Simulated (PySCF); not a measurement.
Compound: C₆H₁₃NOSi.
Numbering: `[SiH3:1][O:2]/[CH:3]=[CH:4]/[N:5]1[CH2:6][CH2:7][CH2:8][CH2:9]1` (hydrogens: H10, H11, H12 on Si1; H13 on C3; H14 on C4; H15, H16 on C6; H17, H18 on C7; H19, H20 on C8; H21, H22 on C9)

Method: PBE0-D3(BJ)/def2-SVP geometry optimisation, gas phase in PySCF.

Question: What internal coordinates does the optimisation give?

Answer: 
| bond | length (pm) |
| --- | --- |
| Si1–O2 | 166.8 |
| O2–C3 | 136.5 |
| C3=C4 | 134.9 |
| C4–N5 | 137.3 |
| N5–C6, N5–C9 | 144.4 |
| C6–C7, C8–C9 | 152.6 |
| C7–C8 | 152.7 |
| Si1–H10 | 148.7 |
| Si1–H11, Si1–H12 | 149.6 |
| C3–H13 | 109.2 |
| C4–H14 | 109.6 |
| C6–H15 and 3 like bonds | 110.8 |
| C7–H17 and 3 like bonds | 110.1 |

Bonds in one row agree within 1 pm and their mean is given. A selection of angles:
| angle | degrees |
| --- | --- |
| Si1–O2–C3 | 127.5 |
| O2–C3–C4 | 124.7 |
| C3–C4–N5 | 125.9 |
| C4–N5–C6 | 123.0 |
| C4–N5–C9 | 122.1 |
| C6–N5–C9 | 113.0 |
| N5–C6–C7 | 103.5 |
| C6–C7–C8 | 103.2 |

Torsions: Si1–O2–C3–C4 8° (synperiplanar); O2–C3–C4–N5 178° (antiperiplanar); C3–C4–N5–C6 166° (antiperiplanar); C4–N5–C6–C7 -156° (antiperiplanar); N5–C6–C7–C8 -28° (synperiplanar); C6–C7–C8–C9 38° (synclinal); C7–C8–C9–N5 -33° (synclinal); C4–N5–C9–C8 180° (antiperiplanar). The mirror-image conformer, all signs reversed, is as good.

The C–N distances run from 1.373 Å (C4–N5, drawn single) to 1.449 Å (N5–C6, drawn single), a spread of 0.076 Å. Of the pairs four or more bonds apart, Si1···H14 is among the closest relative to their van der Waals radii: 2.80 Å, 85 % of the sum of Bondi's values. Si1 (oxygen-bound silicon) is distorted tetrahedral (angles from 105.8° to 111.3°). O2 (silyl ether oxygen) is bent (angle 127.5°). N5 (enamine nitrogen) is almost planar (angles 123.0°, 122.1° and 113.0°, sum 358.0°, 0.11 Å off the plane of its three neighbours). The 5-membered ring N5–C6–C7–C8–C9 has internal angles of 102.6° to 113.0° (sum 526°, against 540° for a flat polygon); it is puckered, 0.17 Å rms from its mean plane, widest ring torsion 38°. The 4 C–C bonds span 1.349 Å (C3=C4, drawn double) to 1.528 Å (C6–C7, drawn single), a spread of 0.179 Å.

Point group: C1 (no symmetry element, even within 0.4 Å). No PBE0-D3(BJ)/def2-SVP frequencies stand behind this structure, so it isn't proved a minimum. One conformer, not necessarily the lowest.

Hardware: an Arm Neoverse V2 with one thread, shared host with 192 logical CPUs at a one-minute load of 54. Cost: 3.2 min of wall time, 0.87 GiB resident at most. That covers the optimisation of the geometry.
